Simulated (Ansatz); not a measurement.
# Changing the shape of RbH, singlet

Calculated in Ansatz's Gaussian-basis code. Basis cc-pwCVTZ-X2C on Rb, cc-pVTZ-DK on H, scalar X2C without spin–orbit coupling, 9 orbitals frozen in the corrections; active space CAS(2,5). Restricted Hartree–Fock, then the lowest state-specific CASSCF solution met for each case. Coupled cluster stands on the determinant that it favours, not always the lowest RHF. Single-reference values can break down or jump between states where bonds are stretched. Unlike active orbitals can shift such differences by tenths of an eV, at times by over 1 eV.

Case A: bond length 2.7220 Å.

Case B: bond length 2.3670 Å.

Energy less that of case A, in eV:

| case | RHF/ROHF | CASSCF | CCSD(T) |
| --- | --- | --- | --- |
| B | -0.085 | -0.075 | -0.146 |

Task: Give the SC-NEVPT2 energies against case A.

Result: B: -0.123 eV (-2.8 kcal/mol).
